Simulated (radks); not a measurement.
The numbers below are computed, except where a source is named.
Effect of the nuclear size on neutral cerium, [Xe] 4f1 5d1 6s2. Code: a radial shooting solver on a logarithmic mesh with Libxc functionals. Model: Dirac Kohn-Sham, relativistic LDA (MacDonald-Vosko exchange, VWN5 correlation), spin-unpolarised, spherical densities, finite nucleus; open shells are shared between the two j in proportion to 2j + 1; Fermi nuclear charge, rms radius 4.8771 fm. The rms radius is varied about that value; shifts are against it.

rms radius (fm)	total energy shift (eV)	density at nucleus (e/bohr^3)	1s1/2 shift (meV)	2s1/2 shift (meV)	5p1/2 shift (meV)	6s1/2 shift (meV)	5d5/2 shift (meV)	6p1/2 (empty) shift (meV)
4.1309	-2.93	3.915e+05	-1210	-148	0.195	-0.069	0.117	0.050
4.5845	-1.20	3.831e+05	-494	-60.4	0.080	-0.028	0.048	0.021
4.8771	0	3.782e+05	0.000	0.000	0.000	0.000	0.000	0.000
5.316	1.90	3.715e+05	786	96.1	-0.127	0.045	-0.076	-0.033
5.7794	4.05	3.651e+05	1670	205	-0.270	0.095	-0.162	-0.070

Slopes of the eigenvalues against <r^2> in GHz/fm^2, as finite differences over the two radii next to the reference (eigenvalue slopes, not the field-shift constants of lines): 1s1/2 42700, 2s1/2 5220, 5p1/2 -6.89, 6s1/2 2.43, 5d5/2 -4.14, 6p1/2 (empty) -1.78.
